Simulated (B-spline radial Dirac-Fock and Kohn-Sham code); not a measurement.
## Tc³⁺: eigenvalues, ΔSCF and the reference

System: Tc³⁺, [Kr] 4d4.

The density-functional columns are spherical, spin-unpolarised Dirac-Kohn-Sham results without Breit or QED terms: −ε is minus the orbital energy of the initial state and ΔSCF the difference of two total energies. The reference in the last column comes from Dirac-Fock ΔSCF + Breit + QED. All numbers are from a radial B-spline solver, in eV; a selection of levels is shown. The Kohn-Sham columns are given as differences from the reference. For the 1s level of heavy atoms much of the gap between ΔSCF and the reference is the Breit and QED part, -58.7 eV here; for other levels the error of the functional can be larger.

| level | LDA −ε − DF | LDA ΔSCF − DF | PBE −ε − DF | PBE ΔSCF − DF | Dirac-Fock |
| --- | --- | --- | --- | --- | --- |
| K | -229.6 | +51.9 | -201.4 | +81.0 | 21089.9 |
| L1 | -92.0 | -42.3 | -88.8 | -39.3 | 3095.0 |
| L2 | -67.5 | -6.3 | -66.5 | -5.4 | 2841.0 |
| L3 | -69.1 | -10.5 | -68.2 | -9.8 | 2724.5 |
| M1 | -45.4 | -27.0 | -44.3 | -26.0 | 593.5 |
| M2 | -35.6 | -17.0 | -35.3 | -16.7 | 495.4 |
| M3 | -35.3 | -17.1 | -35.0 | -16.9 | 475.4 |
| M4 | -19.2 | +0.1 | -19.6 | -0.3 | 302.4 |
| M5 | -19.3 | -0.2 | -19.7 | -0.6 | 298.8 |
| N1 | -14.4 | -5.5 | -14.4 | -5.6 | 118.1 |
| N2 | -9.0 | -0.6 | -9.1 | -0.8 | 86.55 |
| N3 | -9.0 | -0.8 | -9.1 | -0.9 | 83.53 |
| N4,5 | -5.2 | +1.6 | -5.5 | +1.4 | 40.61 |

Values without a named source are computed, but for edge energies of neutral atoms, which are taken from tables.
